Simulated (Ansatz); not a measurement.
Dissociation curve of LiNa, singlet.

Computed with: RKS-PBE0 = restricted PBE0/aug-cc-pVQZ (Ansatz, a program for electronic structure); RKS-PBE = restricted PBE/aug-cc-pVQZ in Ansatz; RKS-BLYP = Ansatz with restricted BLYP/aug-cc-pVQZ; RCCSD(T) = CCSD(T) on RHF/aug-cc-pVQZ, frozen core in Ansatz; UKS-PBE0 = unrestricted PBE0/aug-cc-pVQZ in Ansatz; UKS-PBE = unrestricted PBE/aug-cc-pVQZ (Ansatz); UKS-BLYP = unrestricted BLYP/aug-cc-pVQZ run with Ansatz; UCCSD(T) = CCSD(T) on UHF/aug-cc-pVQZ, frozen core (Ansatz); FCI = full CI/aug-cc-pVQZ, frozen core in Ansatz.

Cost and accuracy over the 20 points of the scan, with FCI as yardstick. Costs are rough ratios of core time within Ansatz on shared cores, each with its mean field (Kohn-Sham runs search longer for lower solutions than correlated ones do); the miss is the largest error against full CI of the curve after the mean shift, in kJ/mol.

```json
[
 {"level": "RKS-PBE0", "relative cost": "1", "largest error": "53.5"},
 {"level": "RKS-PBE", "relative cost": "1", "largest error": "33.0"},
 {"level": "RKS-BLYP", "relative cost": "2", "largest error": "23.6"},
 {"level": "RCCSD(T)", "relative cost": "3", "largest error": "0.0"},
 {"level": "UKS-PBE0", "relative cost": "3", "largest error": "7.6"},
 {"level": "UKS-PBE", "relative cost": "4", "largest error": "3.6"},
 {"level": "UKS-BLYP", "relative cost": "7", "largest error": "6.7"},
 {"level": "UCCSD(T)", "relative cost": "7", "largest error": "0.3"}
]
```

Costs within a factor of two of each other count as equal.

The restricted form behind RKS-PBE0, RKS-PBE, RKS-BLYP keeps the bonding electrons paired and can't separate into open-shell fragments. With two correlated electrons CCSD is exact in the basis where it finds the lowest root (RCCSD(T), UCCSD(T)). The unrestricted determinant behind UKS-PBE0 is spin-contaminated at 3.64 to 8.83 Å (<S²> up to 1.0, against 0.00 for a pure singlet). The unrestricted determinant behind UKS-PBE is spin-contaminated at 3.91 to 8.83 Å (<S²> up to 1.0, against 0.00 for a pure singlet). The unrestricted determinant behind UKS-BLYP is spin-contaminated at 4.39 to 8.83 Å (<S²> up to 1.0, against 0.00 for a pure singlet). The unrestricted determinant behind UCCSD(T) is spin-contaminated at 2.34 to 8.83 Å (<S²> up to 1.0, against 0.00 for a pure singlet).
